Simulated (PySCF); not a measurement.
**Polarisability and C₆ of Cr⁻ (chromium, charge -1)**

[Ar] 3d5 4s2, high-spin 6S determinant. All numbers are calculated (PySCF 2.14, the spin-free X2C one-electron Hamiltonian (Gaussian nucleus), in aug-cc-pVDZ-DK). Coupled (time-dependent) response in atomic units; α is the mean over directions. A double-zeta set is small for polarisabilities.

```json
{"method": "wB97M-V", "mean α (bohr³)": "396.7", "C₆ (like pair)": "7105", "S(−4)": "145700"}
```

S(−4) is the Cauchy moment in α(ω) = α(0) + S(−4) ω² + …

α(iu) at wB97M-V:

```csv
u (hartree),α(iu) (bohr³)
0,396.7
0.0500,225.3
0.100,113.1
0.200,44.59
0.300,24.87
0.500,12.15
0.750,6.964
1.00,4.672
1.50,2.636
2.00,1.742
3.00,0.9445
5.00,0.4055
```

A single London oscillator, α(iu) = α/(1 + u²/ω²), gives C₆ = (3/4) ω α². Matching the computed C₆ needs ω = 4 × 7105 / (3 × 396.7²) = 0.0602 hartree.

For an ion, C₆ is the dispersion term alone; charge-induced terms of lower order in 1/R come first.
